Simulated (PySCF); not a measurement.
SMILES C[Si]C (B3LYP/def2-SVP optimised geometry):

```
9

Si    -0.540    -0.745     0.000
C     -0.809     1.154     0.000
H     -1.831     1.452    -0.281
H     -0.081     1.717    -0.611
H     -0.654     1.481     1.050
C      1.377    -0.745     0.000
H      1.831     0.050     0.618
H      1.681    -0.537    -1.047
H      1.816    -1.717     0.275
```

Method: PySCF with B3LYP/def2-TZVP.

What are the frontier orbital energies and the dipole moment?

HOMO-2 -10.65 eV, HOMO-1 -8.21 eV, HOMO -5.82 eV, LUMO -2.30 eV, LUMO+1 0.75 eV; dipole moment 1.15 D.

On the same geometry PBE/def2-TZVP (PySCF) gives HOMO-2 -9.42 eV, HOMO-1 -7.16 eV, HOMO -4.95 eV, LUMO -2.96 eV, LUMO+1 0.25 eV; dipole moment 1.30 D.

Meta-Löwdin charges at B3LYP/def2-TZVP: Si1 0.45, C2 -0.58, H3 0.12, H4 0.11, H5 0.12, C6 -0.58, H7 0.11, H8 0.12, H9 0.12.
